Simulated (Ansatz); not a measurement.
A nudged elastic band was laid between two geometries of CH$_{5}$AlO$_{2}$ (9 atoms, charge 0, multiplicity 1).

These are results of RKS CAM-B3LYP-D4/def2-SVP (Ansatz), not measurements.

```json
{
  "movable images": "5",
  "climbing image": "yes",
  "spring": "5.0 eV/Å²",
  "optimiser": "quadratic models (default)",
  "start path": "IDPP",
  "force threshold": "0.03 eV/Å",
  "iteration limit": "60",
  "end points": "relaxed"
}
```

Image 0:

```xyz
9
Properties=species:S:1:pos:R:3
O -0.669 0.391 -0.919
C 0.819 0.437 -0.683
Al -0.095 -0.719 0.596
O -0.657 -0.217 2.122
H -0.925 0.190 -1.828
H 1.116 1.485 -0.559
H 1.342 -0.013 -1.537
H -0.253 -2.249 0.264
H -0.589 0.648 2.527
```

Image 6:

```xyz
9
Properties=species:S:1:pos:R:3
O -0.540 1.243 -0.644
C 0.501 0.279 -0.758
Al 0.219 -0.995 0.715
O -1.079 -0.731 1.779
H -0.449 1.897 -1.346
H 1.509 0.741 -0.692
H 0.484 -0.241 -1.739
H 1.114 -2.260 0.997
H -1.671 0.020 1.671
```

(1) Which bonds break or form, and what moves?

(2) What energy profile does the band end with?

(3) What is the geometry of the highest image?

(4) What are the harmonic wavenumbers there?

The band took 11 iterations and roughly 2.4 core-minutes.

Results:

(1) Bonds broken: O1–Al3. The dihedral H6–C2–Al3–O4 goes from 4 to 121°.

(2) It converged. The highest image is number 3 of 0 to 6, 0.207 eV above the first end and 0.053 eV above the last; the last end lies 0.153 eV above the first. A vibrational analysis at the climbing image gives one clearly imaginary mode, 101i cm⁻¹: a first-order saddle point. The orbitals stay closed-shell, which can raise the energy where a bond breaks towards radicals; this wasn't checked here.

| image | path coordinate (Å) | energy (eV) | O1–Al3 (Å) | dihedral H6–C2–Al3–O4 (°) |
| --- | --- | --- | --- | --- |
| 0 | 0.00 | 0.000 | 1.96 | 4 |
| 1 | 0.56 | 0.035 | 1.98 | 13 |
| 2 | 1.11 | 0.165 | 2.25 | 34 |
| 3 | 1.67 | 0.207 | 2.59 | 53 |
| 4 | 2.35 | 0.191 | 2.70 | 75 |
| 5 | 3.03 | 0.166 | 2.73 | 97 |
| 6 | 3.72 | 0.153 | 2.73 | 121 |

(3) 
```xyz
9
Properties=species:S:1:pos:R:3
O -0.747 0.684 -1.136
C 0.580 0.325 -0.725
Al 0.082 -0.944 0.692
O -0.717 -0.414 2.093
H -0.712 1.267 -1.904
H 1.160 1.208 -0.394
H 1.150 -0.143 -1.551
H 0.338 -2.497 0.627
H -1.045 0.468 2.282
```

(4) 101i, 80, 188, 293, 394, 502, 533, 598, 684, 757, 896, 1048, 1144, 1217, 1328, 1480, 1985, 2999, 3044, 3835, 3967 cm⁻¹.

Run time: 76 s on 2 threads of Intel(R) Xeon(R) Platinum 8488C (Sapphire Rapids), on a shared host, peak memory 0.2 GiB.
